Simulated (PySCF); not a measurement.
An unknown gives this computed stick spectrum. Method: TDDFT CAM-B3LYP/def2-SVPD, vertical, gas phase, core orbitals frozen in the response in PySCF 2.14.0, density-fitted response routines. Geometries: GFN2-xTB, one conformer each.

```
state  E (eV)  λ (nm)       f
   S1    5.43   228.4   0.027
   S2    6.22   199.2   0.012
   S3    6.47   191.6  0.0093
   S4    6.62   187.3   0.016
   S5    6.63   187.1   0.030
   S6    6.87   180.5   0.051
   S7    7.08   175.1  0.0051
   S8    7.24   171.2   0.016
```

Task: Which candidate is it? All have the formula C4H12N2Si.
A. `CC[C@H]1CN[SiH2]N1`
B. `C=CCN(C)N[SiH3]`
C. `C[C@@H]1CCNN1[SiH3]`
D. `[SiH3]NN1CCCC1`

Result: C. Its S1, at 5.43 eV, is the lowest among the candidates; the nearest of the others has S1 at 5.93 eV. S1 is HOMO→LUMO (85%). Löwdin shares by element: HOMO nitrogen 68%, carbon 6% or more, silicon 6% (atoms not listed hold the other 20%); LUMO silicon 20%, carbon 15% or more, hydrogen 9% or more (atoms not listed hold the other 56%). At the same level the other candidates give, for their lowest levels:
- `[SiH3]NN1CCCC1`: 6.12 eV (f 0.017); 6.44 eV (f 0.019); 6.94 eV (f 0.023); 7.18 eV (f 0.009); 7.21 eV (f 0.064); T1 5.83 eV; HOMO -7.94, LUMO 1.20 eV
- `CC[C@H]1CN[SiH2]N1`: 5.93 eV (f 0.008); 5.97 eV (f 0.012); 6.30 eV (f 0.002); 6.50 eV (f 0.009); 7.20 eV (f 0.001); T1 5.63 eV; HOMO -7.93, LUMO 1.25 eV
- `C=CCN(C)N[SiH3]`: 6.27 eV (f 0.015); 6.45 eV (f 0.015); 6.62 eV (f 0.016); 7.01 eV (f 0.020); 7.22 eV (f 0.032); T1 4.48 eV; HOMO -8.14, LUMO 1.19 eV
Triplets come from the Tamm–Dancoff approximation.
